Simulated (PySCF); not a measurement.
# Run times: silver in dyall-v2z

Measured wall times of calculations with PySCF 2.14 in dyall-v2z, with the spin-free X2C one-electron Hamiltonian (Gaussian nucleus), run from one Python driver. Hardware: 1 thread of Neoverse-N1 on a shared host, 1.3 GiB allowed. The two-electron integrals over 127 functions were computed once and kept in memory (0.79 CPU seconds with the set-up); the times below exclude them. Kohn-Sham runs start from converged Hartree-Fock orbitals.

Launch command (the driver calls PySCF for each step listed in the task file):

```bash
OMP_NUM_THREADS=1 python atomrun2.py TASK.json OUT
```

```csv
species,step,iterations,wall time (s)
Ag [Kr] 4d9 5s2,UHF with spin-orbit constants,7,12
Ag [Kr] 4d9 5s2,LDA,7,4.2
Ag [Kr] 4d9 5s2,PBE,7,6.5
Ag [Kr] 4d9 5s2,PBE0,7,8.9
Ag [Kr] 4d9 5s2,r2SCAN,7,16
Ag [Kr] 4d9 5s2,M06-2X,7,18
Ag [Kr] 4d9 5s2,PW91,7,6.5
Ag [Kr] 4d9 5s2,MN15,10,25
Ag [Kr] 4d9 5s2,MP2 (11 electrons),,2.4
```

Peak memory of the process: 0.6 GiB. Times on a shared host vary from run to run.
